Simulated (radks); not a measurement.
Q: Neutral molybdenum, [Kr] 4d5 5s1. Method: non-relativistic Kohn-Sham, LDA (Slater exchange, Perdew-Wang correlation), spin-polarised, spherical densities, point nucleus; computed with a radial shooting solver on a logarithmic mesh with Libxc functionals. Every spin shell is full or empty, so the densities are truly spherical. Functionals are evaluated on that one density, not self-consistently. Rank these orbital-free kinetic functionals by their error against the exact value of the orbitals, and give that value: Thomas-Fermi, von Weizsacker, TF + vW/9, TF + vW/5, LC94, APBEK, revAPBEK, Perdew 92, Thakkar, Pearson, LKT, PG1, DePristo-Kress, Ernzerhof.

A: Exact: 3970.41 hartree. From best to worst, with 100 (|E| - |E exact|)/|E exact| (equal figures are ties): LC94 +0.07, DePristo-Kress -0.07, APBEK +0.13, revAPBEK +0.33, Ernzerhof -0.38, Thakkar -0.51, Perdew 92 -0.68, TF + vW/9 -0.69, Pearson -0.97, TF + vW/5 +3.22, Thomas-Fermi -5.58, PG1 +16.15, LKT +20.50, von Weizsacker -56.01.
